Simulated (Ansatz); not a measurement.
Total energies of CH$_{3}$AlBrF, SMILES `F[CH2][AlH][Br]`.

```xyz
7

F     0.403    0.946    1.575
C     0.373    0.842    0.189
Al   -0.383   -0.871   -0.445
Br   -1.076   -2.395    1.056
H     1.397    0.977   -0.185
H    -0.204    1.690   -0.204
H    -0.510   -1.189   -1.986
```

Total charge 0; spin multiplicity 1. Correlated methods include outer-core shells of Br, which these sets cover unevenly. Scalar relativity is left out up to krypton. Geometry: relaxed with PBE0-D4/def2-TZVP. It is one conformer, not always the lowest. Basis def2-TZVPP, Ansatz 0.2.0.

RPA on PBE orbitals: Hartree–Fock energy of these orbitals -2953.45479 Eh, correlation -1.21120 Eh (frozen core).

| functional | energy without D4 (Eh) | D4 term (kJ/mol) |
| --- | --- | --- |
| r2SCAN | -2956.34378 | -2.9 |
| ωB97X-V | -2956.13161 | – |

Task: Give the same for LDA (SPW92), PBE, revPBE, BLYP, B97M-V, PBE0, B3LYP, r2SCANh, r2SCAN0, HSE06 (plane-wave form), BHLYP, CAM-B3LYP, LC-ωPBE, ωB97M-V, B2PLYP, PBE-QIDH. (Estimate.)

Result: Computed: 
```tsv
functional	energy without D4 (Eh)	D4 term (kJ/mol)
LDA (SPW92)	-2950.82472	–
PBE	-2955.77590	-12.4
revPBE	-2956.12963	-33.4
BLYP	-2956.45210	-26.5
B97M-V	-2955.89706	–
PBE0	-2955.89472	-10.6
B3LYP	-2956.50735	-20.1
r2SCANh	-2956.33432	-3.2
r2SCAN0	-2956.32122	-3.6
HSE06 (plane-wave form)	-2955.88678	-10.0
BHLYP	-2956.38570	-17.3
CAM-B3LYP	-2956.53908	-11.0
LC-ωPBE	-2955.93452	–
ωB97M-V	-2956.24568	–
B2PLYP	-2955.86253	–
PBE-QIDH	-2955.48006	–
```

B3LYP takes the VWN-RPA correlation (the form of Gaussian; ORCA's B3LYP/G). HSE06 is the plane-wave form, built on full-range PBE exchange. The double hybrids freeze the cores in their second-order part.

LC-ωPBE has ω = 0.4 bohr⁻¹.
